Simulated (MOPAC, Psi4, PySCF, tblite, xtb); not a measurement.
Dimer N2 ··· BCl3 (SMILES N#N and ClB(Cl)Cl), singlet at R = 3.28 Å between the centres of mass, closest contact 2.88 Å (lowest of the rigid-body minima from ten starts at GFN2-xTB). Geometry in Å and degrees:

```
B
Cl 1 1.7453
Cl 1 1.7453 2 119.97
Cl 1 1.7453 2 120.01 3 -179.91
N 1 2.8813 2 96.06 3 -89.93
N 5 1.0909 1 134.29 2 175.46
```

GFN2-xTB (tblite); SAPT0/jun-cc-pVDZ, frozen core (Psi4); PBE0/def2-TZVP, counterpoise-corrected (Psi4); PBE0-D3(BJ)/def2-TZVP, counterpoise-corrected (Psi4); PBE/def2-TZVP, counterpoise-corrected (Psi4); PBE-D3(BJ)/def2-TZVP, counterpoise-corrected (Psi4); HF/aug-cc-pVDZ, counterpoise-corrected (Psi4); MP2/aug-cc-pVDZ = DF-MP2/aug-cc-pVDZ, frozen core, counterpoise-corrected (Psi4); SCS-MP2/aug-cc-pVDZ = DF-SCS-MP2/aug-cc-pVDZ, frozen core, counterpoise-corrected run with Psi4; PM6, restricted, heats of formation (MOPAC); PM7, restricted, heats of formation (MOPAC); GFN1-xTB (xtb); RKS-B3LYP/6-31G* = restricted B3LYP/6-31G*, spherical d, no counterpoise correction run with PySCF; RKS-BP86/6-31G* = restricted BP86/6-31G*, spherical d, no counterpoise correction (PySCF 2.14.0); RMP2/3-21G = restricted MP2 (frozen core)/3-21G, no counterpoise correction in PySCF 2.14.0; RHF/STO-3G = restricted Hartree-Fock/STO-3G, no counterpoise correction in PySCF.

What interaction energy does each level give?


```json
[
 {"method": "PM7", "E_int / kcal/mol": "-4.10"},
 {"method": "RMP2/3-21G", "E_int / kcal/mol": "-2.69"},
 {"method": "GFN2-xTB", "E_int / kcal/mol": "-1.39"},
 {"method": "GFN1-xTB", "E_int / kcal/mol": "-0.50"},
 {"method": "PM6", "E_int / kcal/mol": "-0.31"},
 {"method": "PBE0-D3(BJ)/def2-TZVP", "E_int / kcal/mol": "-0.20"},
 {"method": "RHF/STO-3G", "E_int / kcal/mol": "-0.18"},
 {"method": "PBE-D3(BJ)/def2-TZVP", "E_int / kcal/mol": "-0.14"},
 {"method": "MP2/aug-cc-pVDZ", "E_int / kcal/mol": "-0.12"},
 {"method": "SAPT0/jun-cc-pVDZ", "E_int / kcal/mol": "0.21"},
 {"method": "SCS-MP2/aug-cc-pVDZ", "E_int / kcal/mol": "0.64"},
 {"method": "PBE0/def2-TZVP", "E_int / kcal/mol": "1.26"},
 {"method": "RKS-B3LYP/6-31G*", "E_int / kcal/mol": "1.29"},
 {"method": "PBE/def2-TZVP", "E_int / kcal/mol": "1.36"},
 {"method": "RKS-BP86/6-31G*", "E_int / kcal/mol": "1.72"},
 {"method": "HF/aug-cc-pVDZ", "E_int / kcal/mol": "3.03"}
]
```
